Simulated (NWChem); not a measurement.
System: C$_{2}$H$_{6}$ClSi cation

Input file for NWChem:

```
start job
memory heap 200 mb stack 900 mb global 1100 mb
charge 1
geometry units angstroms noautosym nocenter noautoz
  C     -0.008344    -1.616755    -1.243122
  Si     0.000000     0.000000    -0.403200
  C      0.008344     1.616755    -1.243122
  Cl     0.000000     0.000000     1.588396
  H      0.525127    -1.558404    -2.205756
  H     -1.060990    -1.882180    -1.461615
  H      0.416783    -2.409733    -0.609858
  H     -0.416783     2.409733    -0.609858
  H      1.060990     1.882180    -1.461615
  H     -0.525127     1.558404    -2.205756
end
basis spherical
  * library cc-pvtz
end
dft
  xc pbe0
  iterations 150
  semidirect filesize 400000000
end
property
  efieldgrad
end
task dft property
```

Output (shortened):

```
             Northwest Computational Chemistry Package (NWChem) 7.3.0
             --------------------------------------------------------

                             Geometry "geometry" -> ""
                             -------------------------

 Output coordinates in angstroms (scale by  1.889725989 to convert to a.u.)

  No.       Tag          Charge          X              Y              Z
 ---- ---------------- ---------- -------------- -------------- --------------
    1 C                    6.0000    -0.00834400    -1.61675500    -1.24312200
    2 Si                  14.0000     0.00000000     0.00000000    -0.40320000
    3 C                    6.0000     0.00834400     1.61675500    -1.24312200
    4 Cl                  17.0000     0.00000000     0.00000000     1.58839600
    5 H                    1.0000     0.52512700    -1.55840400    -2.20575600
    6 H                    1.0000    -1.06099000    -1.88218000    -1.46161500
    7 H                    1.0000     0.41678300    -2.40973300    -0.60985800
    8 H                    1.0000    -0.41678300     2.40973300    -0.60985800
    9 H                    1.0000     1.06099000     1.88218000    -1.46161500
   10 H                    1.0000    -0.52512700     1.55840400    -2.20575600

 Effective nuclear repulsion energy (a.u.)     209.3193327970

                              NWChem Property Module
                              ----------------------

  itol2e modified to match energy
  convergence criterion.

                                 NWChem DFT Module
                                 -----------------

 Summary of "ao basis" -> "ao basis" (spherical)
 ------------------------------------------------------------------------------
       Tag                 Description            Shells   Functions and Types
 ---------------- ------------------------------  ------  ---------------------
 C                          cc-pvtz                 10       30   4s3p2d1f
 Si                         cc-pvtz                 12       34   5s4p2d1f
 Cl                         cc-pvtz                 12       34   5s4p2d1f
 H                          cc-pvtz                  6       14   3s2p1d

  itol2e modified to match energy
  convergence criterion.

[...]

          -----------------------
          Electric field gradient
          -----------------------

 1 a.u. = 0.324123 10**(16) esu/cm**3  ( or statvolts/cm**2 ) = 0.97174 10**(22) v/m**2

 ------------------------------------------------------------
   Atom      X         Y         Z
 ------------------------------------------------------------
    1 C   -0.01577  -3.05522  -2.34916
 ------------------------------------------------------------

 Electric field gradient in molecular frame (a.u.)
         XX             YY             ZZ             XY             XZ             YZ
 ------------------------------------------------------------------------------------------
        0.000741      -0.037713       0.036972      -0.002793       0.006117      -0.060595

 Principal components (a.u.) and orientation
 of principal axis w.r.t. absolute frame                      Asymmetry parameter eta
 --------------------------------------------------------------------------------------
       -0.071551       0.071442       0.000110                       0.996935

       -0.007553       0.094379       0.995508
        0.872911      -0.485035       0.052607
        0.487821       0.869387      -0.078721

 ------------------------------------------------------------
   Atom      X         Y         Z
 ------------------------------------------------------------
    2 Si   0.00000   0.00000  -0.76194
 ------------------------------------------------------------

 Electric field gradient in molecular frame (a.u.)
         XX             YY             ZZ             XY             XZ             YZ
 ------------------------------------------------------------------------------------------
       -1.872412       1.529052       0.343360      -0.033237      -0.000000      -0.000000

 Principal components (a.u.) and orientation
 of principal axis w.r.t. absolute frame                      Asymmetry parameter eta
 --------------------------------------------------------------------------------------
       -1.872737       1.529377       0.343360                       0.633307

        0.999952      -0.009770      -0.000000
        0.009770       0.999952       0.000000
        0.000000      -0.000000       1.000000

 ------------------------------------------------------------
   Atom      X         Y         Z
 ------------------------------------------------------------
    3 C    0.01577   3.05522  -2.34916
 ------------------------------------------------------------

 Electric field gradient in molecular frame (a.u.)
         XX             YY             ZZ             XY             XZ             YZ
 ------------------------------------------------------------------------------------------
        0.000741      -0.037713       0.036972      -0.002793      -0.006117       0.060595

 Principal components (a.u.) and orientation
 of principal axis w.r.t. absolute frame                      Asymmetry parameter eta
 --------------------------------------------------------------------------------------
       -0.071551       0.071442       0.000110                       0.996935

       -0.007553      -0.094379       0.995508
        0.872911       0.485035       0.052607
       -0.487821       0.869387       0.078721

 ------------------------------------------------------------
   Atom      X         Y         Z
 ------------------------------------------------------------
    4 Cl   0.00000   0.00000   3.00163
 ------------------------------------------------------------

[...]
```

Level: PBE0/cc-pVTZ. Structure relaxed at the PBE0/def2-SVP level. NWChem prints the field gradient with the sign opposite to the second derivative of the potential.
